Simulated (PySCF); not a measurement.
Coordinates in bohr (charge 0 multiplicity 1):
```
V     0.0000   -0.2476   -0.5251
N     0.0000    0.7485    2.1428
H     2.6038    1.0594   -1.6145
H    -2.6038    1.0594   -1.6145
```

Level of theory: PySCF, PBE0, basis V def2-TZVP, N def2-TZVP, H def2-TZVP (no relativity, density fitting).

This geometry of H₂VN is a stationary point at this level.

(1) What is the point group?

(2) Is it a minimum?

(3) List the harmonic modes with their infrared intensities.

(4) Give the atomic charges and bond orders.

## Answers

(1) Cs.

(2) Yes: all harmonic wavenumbers are real.

(3) 
```json
{"symmetry": "a'", "ω (cm⁻¹)": "483", "IR (km/mol)": "121"}
{"symmetry": "a''", "ω (cm⁻¹)": "616", "IR (km/mol)": "41.4"}
{"symmetry": "a'", "ω (cm⁻¹)": "646", "IR (km/mol)": "89.7"}
{"symmetry": "a'", "ω (cm⁻¹)": "1229", "IR (km/mol)": "145"}
{"symmetry": "a''", "ω (cm⁻¹)": "1802", "IR (km/mol)": "330"}
{"symmetry": "a'", "ω (cm⁻¹)": "1827", "IR (km/mol)": "122"}
```

(4) 
```json
{"atom": "V1", "Mulliken": "0.71", "Löwdin": "0.33", "polar tensor": "1.22", "Mayer order to V1": "–"}
{"atom": "N2", "Mulliken": "-0.45", "Löwdin": "-0.18", "polar tensor": "-0.58", "Mayer order to V1": "3.07"}
{"atom": "H3,4", "Mulliken": "-0.13", "Löwdin": "-0.08", "polar tensor": "-0.32", "Mayer order to V1": "0.90"}
```

Only a few start shapes were tried, so a lower isomer may exist.
